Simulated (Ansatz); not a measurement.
# CuCl: state-averaged CASSCF

Calculated in Ansatz's Gaussian-basis code. State-averaged CASSCF with equal weights; occupations are averaged over the states; levels count from the state that is lowest in CASSCF. CASSCF levels without dynamic correlation can be off by over 1 eV. Solutions may break the symmetry of the shape. Lower solutions, or ones in other orbitals, may exist. The average may hold one member of a degenerate pair alone.

Geometry: bond length 2.0510 Å.

Basis cc-pVTZ on Cu, cc-pV(T+d)Z on Cl, nonrelativistic, 10 orbitals frozen in the corrections; active space CAS(2,4). Averaged: 3 singlets.

Give the levels in order.



| state | CASSCF (eV) |
| --- | --- |
| singlet | 0.000 |
| singlet | 3.676 |
| singlet | 6.163 |

Occupations: 1.32, 0.33, 0.33, 0.01.

Same geometry.

Basis cc-pVTZ on Cu, cc-pV(T+d)Z on Cl, nonrelativistic, 10 orbitals frozen in the corrections; active space CAS(2,4). Averaged: 1 singlet, 1 triplet.

Give the levels in order, with their spins.



| state | CASSCF (eV) |
| --- | --- |
| singlet | 0.000 |
| triplet | 0.323 |

Occupations: 1.41, 0.57, 0.02, 0.00.
